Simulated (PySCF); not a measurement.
Potential energy of SnCl⁻ along the bond

Set-up: basis Sn def2-TZVPPD with ECP28, Cl def2-TZVPPD; scalar-relativistic core potentials; PySCF 2.14. Energies in eV from Sn + Cl⁻ in their ground configurations at the same level. State: ³Σ⁻ (triplet), unpaired electrons π ↑↑.

```
R (Å)  UHF-CCSD(T)  r²SCAN0
2.189                -1.299
2.291       -1.462   -1.658
2.392       -1.661   -1.839
2.469       -1.729   -1.895
2.545       -1.749   -1.904
2.621       -1.733   -1.878
2.723       -1.675   -1.808
2.850       -1.566   -1.686
3.003       -1.410   -1.517
3.207                -1.289
```

Put a parabola through the three lowest points of the UHF-CCSD(T) curve and estimate Re, k and ωe (reduced mass 27.07 u; 1 eV/Å² = 0.16022 mdyn/Å; ωe = 1302.8·√(k/μ) cm⁻¹).

Through R = 2.469, 2.545, 2.621 Å the second-order coefficient is 3.12 eV/Å², so Re ≈ 2.549 Å, k ≈ 0.999 mdyn/Å and ωe ≈ 250 cm⁻¹. A polynomial fit of higher order to the unrounded UHF-CCSD(T) energies gives Re = 2.544 Å, k = 0.959 mdyn/Å, ωe = 245 cm⁻¹; anharmonicity and rounding make the difference.

The higher-order fit for each curve: UHF-CCSD(T): Re = 2.544 Å, ωe = 245 cm⁻¹, De = 1.75 eV; r²SCAN0: Re = 2.523 Å, ωe = 254 cm⁻¹, De = 1.91 eV.

Correlated steps freeze 9 core orbitals. These are scalar-relativistic numbers at best; spin–orbit coupling would shift them, the dissociation energy most. For an ion De counts to the pair picked by the measured ionisation energies or electron affinities, which need not be the lowest pair at this level. The highest Kohn–Sham level is positive in this anion. Much of that is self-interaction error, but it also means that the finite basis helps to hold the extra electron. The state is the lowest determinant that a PBE0 search found; another state may lie lower at other levels.
